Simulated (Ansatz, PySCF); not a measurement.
This Ansatz (a quantum-chemistry and plane-wave program) input computes a SVWN5/def2-TZVPD energy:

Ansatz 0.2 input:
```yaml
crystal:
  periodic: [false, false, false]
  atoms:
    - {symbol: B, position_ang: [0.81063465, -0.63078751, 0.69123864]}
    - {symbol: Br, position_ang: [1.14719120, 0.35726210, -1.17771842]}
    - {symbol: Br, position_ang: [-1.26299615, -0.26714960, 1.07897004]}
basis:
  gaussian:
    orbitals: def2-TZVPD
hamiltonian:
  xc: {name: SVWN5}
total_charge: -1
output: {forces: true}
```

Question: Write an input for the same energy in PySCF and say what it gives.

Answer: 
```python
from pyscf import gto, scf, dft

mol = gto.M(
    atom='''
    B     0.81063465   -0.63078751    0.69123864
    Br    1.14719120    0.35726210   -1.17771842
    Br   -1.26299615   -0.26714960    1.07897004
    ''',
    basis='def2-tzvpd',
    charge=-1,
    spin=0,
    verbose=4,
)

mf = dft.RKS(mol, xc='svwn').density_fit(auxbasis='def2-universal-jkfit')
mf.grids.level = 3
mf.conv_tol = 1e-9
mf.max_cycle = 100
mf.max_memory = 1500
mf.kernel()
if not mf.converged:
    mf = mf.newton()
    mf.kernel(mf.make_rdm1())
mf.analyze()
```
It gives -5165.85162 Eh, and Ansatz -5165.85152 Eh, a difference of 0.10 mEh, from the treatment of integrals and grids.
